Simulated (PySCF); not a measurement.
# A search over the determinants of GaO

Unrestricted PBE0; basis Ga cc-pVTZ-PP with ECP10, O cc-pVTZ; scalar-relativistic core potentials; PySCF 2.14. Outer shells of the fragments: Ga 3d10 4s2 4p1; O 2s2 2p4.

Followed along the bond (rough minima from three points):

```csv
2Ms+1,unpaired,⟨S²⟩ at the start,R at minimum (Å),Te (eV)
2,σ ↑,0.77,1.71,0.00
2,π ↑,0.75,1.87,0.20
4,"σ ↑, π ↑↑",3.76,none in the scan,≤ 3.50
```

Solutions found at the starting distance of 1.805 Å, counted from the lowest of them; the search is not exhaustive and high or unbound solutions are not listed, so other states can lie among these:

```json
{"2Ms+1": "2", "unpaired": "σ ↑", "term": "²Σ⁺", "E (eV)": "0.00", "⟨S²⟩": "0.77", "⟨Lz²⟩": "0.00", "μ (D)": "-3.75"}
{"2Ms+1": "2", "unpaired": "π ↑", "term": "²Π", "E (eV)": "0.14", "⟨S²⟩": "0.75", "⟨Lz²⟩": "1.01", "μ (D)": "-1.57"}
{"2Ms+1": "4", "unpaired": "σ ↑, π ↑↑", "term": "mixed", "E (eV)": "3.43", "⟨S²⟩": "3.76", "⟨Lz²⟩": "2.01", "μ (D)": "-1.20"}
{"2Ms+1": "4", "unpaired": "σ ↑, π ↑↑", "term": "mixed", "E (eV)": "3.64", "⟨S²⟩": "3.76", "⟨Lz²⟩": "2.01", "μ (D)": "-1.11"}
{"2Ms+1": "2", "unpaired": "σ ↑, π ↑↓", "term": "mixed", "E (eV)": "4.22", "⟨S²⟩": "1.77", "⟨Lz²⟩": "2.01", "μ (D)": "-0.66"}
{"2Ms+1": "4", "unpaired": "σ ↑↑, π ↑", "term": "⁴Π", "E (eV)": "5.88", "⟨S²⟩": "3.76", "⟨Lz²⟩": "1.01", "μ (D)": "-0.41"}
```

A term symbol is given only where ⟨S²⟩ and ⟨Lz²⟩ are close to those of a pure state; real π, δ and φ orbitals otherwise mix terms. A positive dipole means Ga(−)O(+).

Task: Compare the gap between the two lowest followed solutions at the starting distance with the gap between their minima.

Result: At PBE0 the second solution (doublet, unpaired electrons π ↑) lies +0.14 eV from the first (doublet, unpaired electrons σ ↑) at 1.805 Å and +0.20 eV at the minima; the two curves relax by different amounts, since their minima lie near 1.87 and 1.71 Å.

Spin–orbit coupling is left out. Counting both spins, an empty level lies below a filled one in some of these solutions, because spin and occupation are held.
